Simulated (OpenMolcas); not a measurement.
## Ar6+: effect of the basis set

```json
{
 "Program": "OpenMolcas 26.06",
 "Method": "SS-CASPT2, IPEA 0.25 Eh, imaginary shift 0.1 Eh (closed shells correlated: 2s 2p)",
 "Active space": "2 electrons in 8 orbitals (3s 3p 4s 4p)",
 "State averaging": "2S+1 = 3 even, 3 roots; 2S+1 = 1 even, 6 roots; 2S+1 = 3 odd, 3 roots; 2S+1 = 1 odd, 3 roots",
 "Spin-orbit coupling": "RASSI with atomic mean-field integrals over the reference wave functions, term energies averaged over their components"
}
```

A. ANO-RCC-VTZP [5s4p2d1f], DKH2, point nucleus; CASPT2 step about 4 core-seconds
B. ANO-RCC-VQZP [6s5p3d2f1g], DKH2, point nucleus; CASPT2 step of the order of 6 core-seconds
C. ANO-RCC [8s7p5d4f2g], DKH2, point nucleus; CASPT2 step of the order of 22 core-seconds

Energies in eV above 3s2 1S0, the measured ground level; measured values from Saloman, J. Phys. Chem. Ref. Data 39, 033101 (2010).

```tsv
Level	A	B	C	Measured
3s2 1S0	0.0000	0.0000	0.0000	0.0000
3s 3p 3P* 0	13.991	13.998	14.057	14.0227
3s 3p 3P* 1	14.085	14.090	14.150	14.1225
3s 3p 3P* 2	14.281	14.280	14.343	14.3313
3s 3p 1P* 1	21.697	21.569	21.393	21.1668
```

Deviations, from unrounded energies. A percentage is the sum of absolute deviations over the sum of measured energies, with the sign that they share, or ± where signs differ.

```json
{"Against measurement": "mean absolute deviation (cm-1)", "Levels": "4", "A": "1300", "B": "1000", "C": "600"}
{"Against measurement": "other configurations (%)", "Levels": "4", "A": "±1.0", "B": "±0.8", "C": "+0.5"}
```

C lies closest to measurement on these levels and A furthest from it. The largest miss of C in the table is 3s 3p 1P* 1, by +1800 cm-1. The ranking rests on the paired levels alone, and a cruder setting can come out closer through cancelling errors.

Among A to C the level of the table that moves most is 3s 3p 1P* 1, by 2500 cm-1 (lowest in C, highest in A).

Over all roots computed the reference weight is 0.93 to 1.00 in A, 0.93 to 1.00 in B, 0.91 to 0.99 in C; the roots of lowest weight are the least certain, and an intruder state may touch them. Active for correlation alone: 4p 4s; no level in the range computed is led by a configuration that fills them, so any true level of that kind is missing. Computed and measured levels are paired by configuration, term and J; levels that our copy of the source lacks, or whose pairing is in doubt (as where it misses far off the trend of its configuration), stay unpaired and out of the deviations. Levels of configurations outside the active space are missing. Levels that lie high or do not pair safely by name in every column are left out.

* marks odd parity.
